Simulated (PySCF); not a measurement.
Zn(H)(Et) (C₂H₆Zn), SMILES [CH2]([ZnH])C. Coordinates come from a PBE-D3(BJ)/def2-SVP optimisation.

Calculation: PBE-D3(BJ)/def2-SVP run with PySCF.

Harmonic wavenumbers (cm⁻¹): 174, 217, 416, 449, 533, 630, 907, 936, 1014, 1165, 1204, 1346, 1382, 1423, 1432, 1782, 2946, 2957, 3002, 3018, 3040. Rotational constants (GHz): 30.44, 3.641, 3.391; symmetry number 1.

**Question.** Work out the zero-point energy and the ideal-gas rigid-rotor harmonic-oscillator thermochemistry at 298.15 K and 1 atm.

**Answer.** ZPE = ½ Σ hcν = ½ × 29975 cm⁻¹ = 42.85 kcal/mol. H − E(el) = 46.63 kcal/mol. Entropy in cal/(mol K): translation 39.58, rotation 24.26, vibration 7.57, total 71.41. G − E(el) = 25.34 kcal/mol. Cp = 18.78 cal/(mol K).
